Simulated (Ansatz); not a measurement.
BBrFHO, SMILES `OB(F)Br`. Charge 0, multiplicity 1.

(1) List the harmonic frequencies (cm⁻¹, unscaled) at PBE0-D4/def2-TZVP in Ansatz. (Estimate.)

(2) Is this a minimum?

(3) Give the ideal-gas thermochemistry at 298.15 K and 1 bar (rigid rotor, harmonic oscillator; point group Cs, symmetry number 1).

(4) And at 400, 500, 600, 800 and 1000 K?

Answers

(1) The calculation gave: 293, 345, 560, 565, 611, 987, 1238, 1493, 3901.

(2) Yes, all 9 modes are real.

(3) Zero-point energy 59.8 kJ/mol; H(298) − E = 73.3 kJ/mol; entropy 295.9 J/(mol·K), of which translation 169.2, rotation 108.9, vibration 17.8; G(298) − E = -15.0 kJ/mol.

(4) 
```json
{"T (K)": "400", "H − E (kJ/mol)": "80.2", "S (J/mol/K)": "315.8", "G − E (kJ/mol)": "-46.1"}
{"T (K)": "500", "H − E (kJ/mol)": "87.7", "S (J/mol/K)": "332.6", "G − E (kJ/mol)": "-78.6"}
{"T (K)": "600", "H − E (kJ/mol)": "95.8", "S (J/mol/K)": "347.4", "G − E (kJ/mol)": "-112.6"}
{"T (K)": "800", "H − E (kJ/mol)": "113.1", "S (J/mol/K)": "372.2", "G − E (kJ/mol)": "-184.6"}
{"T (K)": "1000", "H − E (kJ/mol)": "131.4", "S (J/mol/K)": "392.6", "G − E (kJ/mol)": "-261.2"}
```
